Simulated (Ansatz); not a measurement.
`C#C[SiH]1CS1` → 3 C• + 4 H• + S• + Si•  (atomization)

Program: Ansatz. Geometries: PBE0-D4/def2-TZVP. ΔE: electronic, gas phase. CCSD(T)/CBS is the MP2 limit (def2-TZVPP, def2-QZVPP) plus CCSD(T) − MP2 in def2-TZVPP, frozen cores. This one scheme is used for every species, atoms too. Functionals use def2-TZVPP. Open shells (•) are unrestricted, without spin–orbit coupling. Spin–orbit coupling would lower the free atoms: a little for C, S, Si.

```
       species  B2PLYP energy (Eh)
`C#C[SiH]1CS1`          -804.06911
            C•           -37.82703
            H•            -0.49861
            S•          -397.99043
           Si•          -289.25332
```

(1) Work out ΔE.

(2) What do rigid-rotor, harmonic-oscillator terms from PBE0-D4/def2-TZVP frequencies (298.15 K, 1 bar) make of the CCSD(T)/CBS value? (An estimate is asked.)

Largest T1 diagnostic among the species: 0.013.

Results:

(1) ΔE = 4 × (-0.49861) + 3 × (-37.82703) + (-397.99043) + (-289.25332) − (-804.06911) = 1.34983 Eh = +3544.0 kJ/mol. CCSD(T)/CBS gives +3580.4 kJ/mol.

(2) Ansatz gave: ΔZPE = -148.3 kJ/mol, ΔH = +3469.2 kJ/mol, ΔS = 944 J/(mol·K), ΔG = +3187.7 kJ/mol. Open shells count their whole term as degenerate.

In def2-TZVPP, CCSD(T) changes the Hartree–Fock value by +905.9 kJ/mol (the triples alone add +74.8 kJ/mol) and MP2 by +1004.1 kJ/mol; breaking electron pairs costs correlation energy, which Hartree–Fock lacks. From BLYP to BHLYP (50 % exact exchange), in def2-TZVPP and without D4, ΔE moves by −98.1 kJ/mol: exact exchange takes away binding that semilocal exchange gives to molecules.

For atomizations the MP2-based limit and the directly extrapolated one differ by several kJ/mol either way, and by 10 to 25 for some Ge, Se and Sn compounds, so smaller differences from it don't rank the levels.
